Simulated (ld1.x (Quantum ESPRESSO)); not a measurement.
Results of a calculation; reference values are marked as such.
# Potentials for P compared

Generated with ld1.x 7.5 (TM, RRKJ, ultrasoft, PAW), atompaw 4.2 or ONCVPSP 4.0.1. The cutoff is in Ry: for ld1.x and atompaw files where the sum of valence levels is converged to 10 mRy in a Bessel basis, for ONCV files where the hardest occupied wave has 1 mHa per electron of residual kinetic energy. The error is the largest all-electron minus pseudo excitation energy over each file’s own four to seven test configurations (ionisations up to +4, promotions, holes and added fractions of an electron), all of which were solved. The labels leave out finer settings (local radius, basis sizes, second energies), which also bear on the numbers. Spin-polarised tests are not counted. The rows are a selection from randomly drawn settings: files with unsolved tests, undetermined cutoffs or missed reference levels are left out.

```csv
potential,cutoff (Ry),largest error (meV),bound ghosts
"TM, PBE, scalar-relativistic, rc 1.10/1.35/1.20 (spd), local s, core correction no, reference 3s2 3p3",70,+264,none
"RRKJ, PBE, scalar-relativistic, rc 1.60/1.90/1.50 (spd), local smoothed, core correction yes, reference 3s2 3p3",45,+214,none
"ultrasoft, LDA (PZ), non-relativistic, rc 1.50/2.15 (sp), local smoothed, core correction no, reference 3s2 3p3",15,+460,none
"TM semilocal, PBE, scalar-relativistic, rc 1.45/1.85/1.55 (spd), local d, core correction no, reference 3s1.75 3p3.25",21,+8.7,none
"RRKJ, LDA (PZ), scalar-relativistic, rc 1.45/1.40/1.20 (spd), local s, core correction yes, reference 3s2 3p2.5",35,+134,none
```

Task: Fill in the row for P: TM, LDA (PZ), scalar-relativistic, rc 1.25/1.30 (sp), local p, core correction yes, reference 3s2 3p3.

Result: cutoff 60 Ry, largest error +129 meV, bound ghosts: none.

Task: Fill in the row for P: TM, revPBE, scalar-relativistic, rc 1.45/2.00/2.00 (spd), local p, core correction yes, reference 3s1.5 3p3.5.

Result: cutoff 18 Ry, largest error +14 meV, bound ghosts: none.

Task: Fill in the row for P: TM, PBE, scalar-relativistic, rc 1.52/1.18 (sp), local smoothed, core correction yes, reference 3s2 3p2.5.

Result: cutoff 80 Ry, largest error +58 meV, bound ghosts: none.
